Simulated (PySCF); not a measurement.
# Spin–spin couplings to the heavy atom in `I/C=C\OC=C`, C$_{4}$H$_{5}$IO

Geometry:
```csv
atom,x (Å),y (Å),z (Å)
C1,-2.367,0.088,-0.086
C2,-1.167,-0.439,0.138
O3,-0.030,0.295,0.030
C4,1.153,-0.288,0.277
C5,2.320,0.356,0.216
I6,2.500,2.369,-0.266
H7,-2.480,1.137,-0.365
H8,-3.255,-0.536,0.011
H9,-1.018,-1.488,0.421
H10,1.125,-1.354,0.539
H11,3.253,-0.167,0.423
```

Method: indirect couplings at PBE0/pcJ-1 (dyall-v2z on I), gas phase, finite nuclei, structure from PBE0-D3(BJ)/def2-SVP; PySCF integrals, density fitting.

Non-relativistic values:
```csv
coupling,atoms,J (Hz)
"1J(127I,13C)",I6 – C5,-167.2
"2J(127I,13C)",I6 – C4,-8.3
"2J(127I,1H)",I6 – H11,27.1
"3J(127I,17O)",I6 – O3,1.2
"3J(127I,1H)",I6 – H10,0.5
"4J(127I,13C)",I6 – C2,-0.7
```

**Question.** What do two-component X2C with spin–orbit coupling give?

**Answer.** 
| coupling | atoms | with spin–orbit (Hz) |
| --- | --- | --- |
| 1J(127I,13C) | I6 – C5 | -208.7 |
| 2J(127I,13C) | I6 – C4 | -11.4 |
| 2J(127I,1H) | I6 – H11 | 27.9 |
| 3J(127I,17O) | I6 – O3 | 2.2 |
| 3J(127I,1H) | I6 – H10 | -1.7 |
| 4J(127I,13C) | I6 – C2 | -0.7 |

The largest listed coupling, 1J(127I,13C), ends at 1.25 times its non-relativistic value. Couplings to strongly quadrupolar nuclei (127I) are seldom resolved in solution.
